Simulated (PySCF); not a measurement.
H₂O, charge +1, doublet, geometry from GFN2-xTB (a state made from the parent by changing its charge; the spin is typed, not shown lowest); BLYP/6-31G run with PySCF.

PySCF was given this input:
```python
from pyscf import gto, scf, dft

mol = gto.M(
    atom='''
O     0.00838048    0.00164066    0.09925610
H    -0.05320696    0.86638286   -0.40979171
H    -0.01383690   -0.87950812   -0.38425707
''',
    basis='6-31g',
    charge=1,
    spin=1,
    verbose=4,
)

mf = dft.UKS(mol)
mf.xc = 'blyp'
mf.kernel()
```

### Question
Write the output that PySCF gives for this input, abridged.

### Answer

```
PySCF version 2.14.0

[INPUT] verbose = 4
[INPUT] num. atoms = 3
[INPUT] num. electrons = 9
[INPUT] charge = 1
[INPUT] spin (= nelec alpha-beta = 2S) = 1
[INPUT] symmetry False subgroup None
[INPUT] Mole.unit = angstrom
[INPUT] Symbol           X                Y                Z      unit          X                Y                Z       unit  Magmom
[INPUT]  1 O      0.008380480000   0.001640660000   0.099256100000 AA    0.015836811992   0.003100398064   0.187566845192 Bohr   0.0
[INPUT]  2 H     -0.053206960000   0.866382860000  -0.409791710000 AA   -0.100546582321   1.637226324417  -0.774394100017 Bohr   0.0
[INPUT]  3 H     -0.013836900000  -0.879508120000  -0.384257070000 AA   -0.026147951413  -1.662029471131  -0.726140623728 Bohr   0.0

nuclear repulsion = 8.7248799919794
number of shells = 9
number of NR pGTOs = 30
number of NR cGTOs = 13
basis = 6-31g
ecp = {}

******** <class 'pyscf.dft.uks.UKS'> ********
method = UKS
initial guess = minao
damping factor = 0
level_shift factor = 0
DIIS = <class 'pyscf.scf.diis.CDIIS'>
diis_start_cycle = 1
diis_space = 8
diis_damp = 0
SCF conv_tol = 1e-09
SCF conv_tol_grad = None
SCF max_cycles = 50
direct_scf = True
direct_scf_tol = 1e-13
number electrons alpha = 5  beta = 4
XC library pyscf.dft.libxc version 7.1.2
    S. Lehtola, C. Steigemann, M. J. T. Oliveira, and M. A. L. Marques,  SoftwareX 7, 1–5 (2018)
XC functionals = blyp
    A. D. Becke,  Phys. Rev. A 38, 3098 (1988)
    C. Lee, W. Yang, and R. G. Parr,  Phys. Rev. B 37, 785 (1988)
    B. Miehlich, A. Savin, H. Stoll, and H. Preuss,  Chem. Phys. Lett. 157, 200 (1989)
radial grids:
    Treutler-Ahlrichs [JCP 102, 346 (1995); DOI:10.1063/1.469408] (M4) radial grids

becke partition: Becke, JCP 88, 2547 (1988); DOI:10.1063/1.454033
pruning grids: <function nwchem_prune>
grids dens level: 3
symmetrized grids: False
atomic radii adjust function: <function treutler_atomic_radii_adjust>
small_rho_cutoff = 0
Set gradient conv threshold to 3.16228e-05
tot grids = 33704
init E= -76.3034525670002

cycle= 1 E= -75.9160059761083  delta_E= 0.387  |g|= 0.0957  |ddm|= 0.957
cycle= 2 E= -75.9217852080581  delta_E= -0.00578  |g|= 0.0356  |ddm|= 0.127
cycle= 3 E= -75.9219245013558  delta_E= -0.000139  |g|= 0.0335  |ddm|= 0.0437
cycle= 4 E= -75.9223629375325  delta_E= -0.000438  |g|= 0.00155  |ddm|= 0.0206
cycle= 5 E= -75.9223661462052  delta_E= -3.21e-06  |g|= 0.00033  |ddm|= 0.00284
cycle= 6 E= -75.922366234655  delta_E= -8.84e-08  |g|= 2.29e-05  |ddm|= 0.000457
cycle= 7 E= -75.9223662350915  delta_E= -4.36e-10  |g|= 2.43e-06  |ddm|= 3.44e-05
Extra cycle  E= -75.9223662350913  delta_E= 1.71e-13  |g|= 2.89e-06  |ddm|= 3.7e-06
converged SCF energy = -75.9223662350913  <S^2> = 0.75168886  2S+1 = 2.0016881
```
